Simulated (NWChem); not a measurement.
System: C$_{3}$H$_{2}$F$_{3}$, doublet; SMILES F/C=C/[C](F)F

```xyz
8

F     -0.1801    -2.6536     0.0000
C      0.3501    -1.4170     0.0000
C     -0.4953    -0.3200     0.0000
C     -0.0674     0.9800     0.0000
F     -0.8759     2.0302     0.0000
F      1.2128     1.3371     0.0000
H      1.4324    -1.3976     0.0000
H     -1.5677    -0.4839     0.0000
```
Atoms are numbered in this order, from 1.

Program: NWChem. Spin-unrestricted. In the optimisation the excess spin sits in a" (Cs, its own frame). All runs use the structure optimised with B3LYP/6-31G* (spherical d), spin-unrestricted. No stability test was run on the SCF state. Level MN15/def2-SVP: energy and gradient on several grids; changes count from the extra-fine grid, which is no exact limit either.

**Question.** Which is the coarsest grid (xfine; xcoarse; fine; medium; coarse) from which on the energy stays within 50 μHa and each gradient component within 100 μHa/bohr of xfine?

**Answer.** medium.
```json
[
 {"grid": "xcoarse", "size of the energy change (μHa)": "100000", "largest change of a gradient component (μHa/bohr)": "2000", "time, medium = 1 (rough)": "about 1"},
 {"grid": "coarse", "size of the energy change (μHa)": "3000", "largest change of a gradient component (μHa/bohr)": "200", "time, medium = 1 (rough)": "about 1"},
 {"grid": "medium", "size of the energy change (μHa)": "10", "largest change of a gradient component (μHa/bohr)": "50", "time, medium = 1 (rough)": "about 1"},
 {"grid": "fine", "size of the energy change (μHa)": "< 10", "largest change of a gradient component (μHa/bohr)": "< 30", "time, medium = 1 (rough)": "about 1"},
 {"grid": "xfine", "size of the energy change (μHa)": "< 10", "largest change of a gradient component (μHa/bohr)": "< 30", "time, medium = 1 (rough)": "3"}
]
```
